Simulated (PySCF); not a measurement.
ZnF₂, SMILES [F][Zn][F]. Heavy atoms are numbered as in [Zn:1]([F:2])[F:3].

Coordinates come from a B3LYP-D3(BJ)/def2-TZVP optimisation. The isomer is the one that the SMILES or the coordinates give; other isomers of the formula were not compared.

The numbers are results of HF/pcSseg-2 in PySCF, not measurements.

GIAO shieldings, no solvent; atoms alike by connectivity are averaged. δ = σ(ref) − σ: ¹⁹F against CFCl3 (σ = 237.3 ppm), references at their B3LYP-D3(BJ)/def2-TZVP geometries, non-relativistic.

Computed chemical shifts:
| nucleus | atoms | count | δ (ppm) |
|---|---|---|---|
| ¹⁹F | F2 | 2 | -258.2 |
